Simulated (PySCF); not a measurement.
**HCuN: from structure and modes to constants**

Computed with PySCF, UPBE0, basis Cu def2-TZVP, N def2-TZVP, H def2-TZVP (no relativity, density fitting).

The quartet minimum has Cs symmetry. Masses (u): Cu 62.92960, N 14.00307, H 1.00782.

```xyz
3
charge 0 multiplicity 4, angstrom
Cu    0.2806    0.0000   -0.1413
N    -1.3823    0.0000    0.5975
H     1.7228    0.0000    0.3742
```

Harmonic wavenumbers (cm⁻¹): 274.9 (a', ×1), 495.3 (a', ×1), 1751.3 (a', ×1).

(1) What is the harmonic zero-point energy?

(2) Find the vibrational entropy and heat capacity at 298.15 K.

(3) Give the standard entropy (298.15 K, 1 bar) by its translational, rotational, vibrational and spin parts, and Cp.

Results:

(1) Half the sum of all 3 wavenumbers, 2522/2 = 1261 cm⁻¹, which is 15.1 kJ/mol (1 cm⁻¹ = 0.0119627 kJ/mol).

(2) With u = 1.43878 ω/T, each mode gives S = R[u/(eᵘ−1) − ln(1−e⁻ᵘ)] and C = R u² eᵘ/(eᵘ−1)².
```csv
ω (cm⁻¹),u,S (J/(mol K)),C (J/(mol K))
274.9,1.327,6.55,7.20
495.3,2.390,2.80,5.27
1751.3,8.451,0.02,0.13
```
The sums over all modes are S = 9.4 and C = 12.6 J/(mol K); the softest mode gives 70 % of the entropy.

(3) Sackur–Tetrode with M = 77.94 u gives 163.2; rotation with symmetry number 1 gives 79.5; vibration 9.4; spin R ln 4 = 11.5. The total is 263.6 J/(mol K), and Cp = 4 R + 12.6 = 45.9 J/(mol K).

Other isomers or separated fragments may lie lower. With open d or f shells other occupations or spin states may lie lower.
